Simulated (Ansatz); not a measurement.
Species: Br, SMILES `[Br]` (charge 0, multiplicity 2), formula Br.

Question: How many basis functions does frozen-core CCSD(T)/cc-pVTZ in Ansatz (a first-principles code) use, how many core orbitals are frozen, and how many electrons are correlated?

Answer: 43 basis functions and 9 frozen orbitals, which leaves 17 correlated electrons (filled d shells below the valence shell are correlated). Core time is of the order of seconds.
